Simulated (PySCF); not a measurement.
## Radial density of O⁺ (oxygen, charge +1)

UHF, [He] 2s2 2p3, high-spin 4S determinant. Calculation: PySCF 2.14, in def2-TZVPPD; no relativity, point nucleus.

```tsv
r (bohr)	4πr²ρ (e/bohr)	4πr²(ρα − ρβ)
0.00275	0.02852	0.0000
0.00463	0.07854	0.0000
0.00779	0.2108	0.0001
0.0131	0.5484	0.0003
0.0221	1.344	0.0009
0.0371	2.998	0.0030
0.0624	5.681	0.0118
0.105	8.249	0.0533
0.177	7.779	0.2252
0.297	4.179	0.8099
0.499	3.278	1.9917
0.840	4.473	2.6068
1.41	2.378	1.3300
2.38	0.2941	0.1694
4.00	0.004705	0.0032
```
